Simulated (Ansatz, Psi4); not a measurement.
The Ansatz (a quantum-chemistry and plane-wave program) input:
Ansatz 0.2 input:
```yaml
crystal:
  periodic: [false, false, false]
  atoms:
    - {symbol: Cd, position_ang: [-0.00000000, -0.00000000, -0.95941617]}
    - {symbol: Se, position_ang: [0.00000000, 0.00000000, 1.35446989]}
basis:
  gaussian:
    orbitals: def2-SVPD
hamiltonian:
  xc: b3lyp5
accuracy: high
```

**Question.** Convert this to an input for Psi4.

**Answer.** This is not unique; one that fits is 
```
memory 2 GB

molecule mol {
0 1
  Cd   -0.000000   -0.000000   -0.959416
  Se    0.000000    0.000000    1.354470
}

set basis def2-svpd
set reference rks
set scf_type pk
set puream true
set d_convergence 1e-8
set dft_radial_points 99
set dft_spherical_points 590

energy('b3lyp5')
print_variables()
```

Both were run: Ansatz gave -2568.851570 Eh and Psi4 -2568.851569 Eh, 0.001 mEh apart.
